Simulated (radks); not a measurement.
The nickel ion Ni2+, configuration [Ar] 3d6 4p2 (not the ground configuration). Calculated with a radial shooting solver on a logarithmic mesh with Libxc functionals: non-relativistic Kohn-Sham, PBEsol, spin-unpolarised, spherical densities, point nucleus. Some entries of the table are withheld. Estimate them.

| orbital | occ. | eigenvalue (eV) | <1/r> (bohr^-1) |
|---|---|---|---|
| 1s | 2 | (1) | (2) |
| 2s | 2 | -1003.053 | 5.944 |
| 2p | 6 | (3) | 5.905 |
| 3s | 2 | -146.1129 | 1.914 |
| 3p | 6 | (4) | (5) |
| 3d | 6 | -45.5810 | 1.512 |
| 4s | 0 | -27.3598 | 0.6096 |
| 4p | 2 | -19.7769 | 0.5199 |
| 4d | 0 | -9.9418 | (6) |

Answer. 
(1) 1s eigenvalue (eV): -8154.200
(2) 1s <1/r> (bohr^-1): 27.49
(3) 2p eigenvalue (eV): -881.0127
(4) 3p eigenvalue (eV): -108.5295
(5) 3p <1/r> (bohr^-1): 1.798
(6) 4d <1/r> (bohr^-1): 0.3568
